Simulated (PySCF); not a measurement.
# Static response to an electric field

Species: C5H5ClO2Si.
Numbering: `[O:1]=[C:2]([Cl:3])[c:4]1[cH:5][c:6]([SiH3:7])[cH:8][o:9]1` (hydrogens: H10 on C5; H11, H12, H13 on Si7; H14 on C8)

Geometry (GFN2-xTB, Å), atoms numbered from 1 in this order:
```
atom  x, y, z in Å
O1     3.239    1.022    1.189
C2     2.834    0.167    0.463
Cl3    3.959   -0.967   -0.303
C4     1.465   -0.091    0.098
C5     0.325    0.577    0.497
C6    -0.766   -0.056   -0.136
Si7   -2.584    0.392    0.008
C8    -0.193   -1.064   -0.872
O9     1.129   -1.096   -0.743
H10    0.293    1.416    1.161
H11   -3.335   -0.547   -0.823
H12   -2.753    1.767   -0.464
H13   -2.972    0.280    1.414
H14   -0.642   -1.800   -1.512
```

Level: CAM-B3LYP/def2-SVPD (PySCF), static field, nuclei fixed, core orbitals frozen in the response. The polarisability tensor in these axes (au):

```
x   151.50  -6.30   4.70
y    -6.30  90.40  16.40
z     4.70  16.40  82.44
```

**Question.** Diagonalise the tensor; give its mean and Δα, where Δα² is half the sum of the squared differences of the eigenvalues.

**Answer.** Principal values 68.84, 103.20 and 152.29 au; mean 108.11 au = 16.02 Å³ = 17.83 × 10⁻⁴⁰ C²·m²/J; Δα = 72.64 au (67 % of the mean).

**Question.** What is the dipole moment, and where does it point?

**Answer.** (-4.20, -0.69, -1.04) D, 4.38 D in size, pointing from the negative to the positive side. Measured along this direction, the outermost atoms are Cl3 and O1 at the negative end and H11 at the positive end.

**Question.** Find the Langevin capture rate constant for NO+ (29.998 u) meeting this molecule (159.975 u), k = 2.342 × 10⁻⁹ cm³/s × √(α in Å³ / reduced mass in u).

**Answer.** The reduced mass is 25.26 u, so k = 1.87 × 10⁻⁹ cm³/s. The formula leaves out the permanent dipole, which adds to the capture rate.

**Question.** How large is μ²/3kT at 500 K beside α?

**Answer.** In Gaussian units μ²/3kT = 92.65 Å³ against 16.02 Å³, a ratio of 5.78; the Debye molar polarisation (4π/3)N_A(α + μ²/3kT) is 274.1 cm³/mol, leaving out the vibrational part.

**Question.** Along which axes do the principal values lie, and how far do the nuclei extend along each?

**Answer.** Largest value along (0.99, -0.09, 0.05), where the nuclei span 7.32 Å; middle along (0.04, 0.78, 0.62), 4.22 Å; least along (-0.09, -0.62, 0.78), 2.40 Å. The response follows the extents in order.

**Question.** What would n − 1 = 2πNα be for an ideal gas of these molecules at 298.15 K and 1 atm, electronic part alone?

**Answer.** N = p/kT = 2.4615 × 10¹⁹ cm⁻³, so n − 1 = 2π × N × 16.02 × 10⁻²⁴ cm³ = 2478 × 10⁻⁶ at long wavelengths, for an ideal gas.

**Question.** Molar refractivity from α?

**Answer.** Lorentz–Lorenz: R = (4π/3)N_A α = 2.5225 cm³/(mol·Å³) × 16.02 Å³ = 40.4 cm³/mol, in the limit of long wavelengths.

The structure is a single GFN2-xTB conformer in the gas phase; no vibrational or solvent corrections.
